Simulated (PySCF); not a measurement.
Exercise with solution: oscillator strength and radiative lifetime

Ga(Me)3 (C3H9Ga), SMILES [CH3][Ga]([CH3])[CH3].

The structure is a stationary point at r2SCAN-D4/def2-SVP. The isomer is the one that the SMILES or the coordinates give; other isomers of the formula were not compared.

TDA-PBE0/def2-SVPD run with PySCF puts the first singlet state with f over 0.02 at 6.45 eV (vertical), with the transition dipole (-0.363, 0.464, -0.504) in atomic units.

Q: Find the oscillator strength, the wavelength and the radiative lifetime that this transition would have in vacuum if emission retraced absorption.

A: 
|μ|² = 0.6011 au, so |μ| = 1.97 D. ΔE = 6.45/27.211 = 0.2370 hartree. f = (2/3) ΔE |μ|² = 0.095 (the program prints 0.095).
λ = 1239.84/6.45 = 192 nm; ν = 52023 cm⁻¹.
Einstein's coefficient A = 0.6670 ν² f s⁻¹ (ν in cm⁻¹) = 1.7e8 s⁻¹, so τ = 1/A = 5.8 ns. This state is S3; the lower singlets have f = 0.000, 0.000. The figure is the radiative limit of this one transition; relaxation, internal conversion, crossing to triplets and a medium change what is measured.
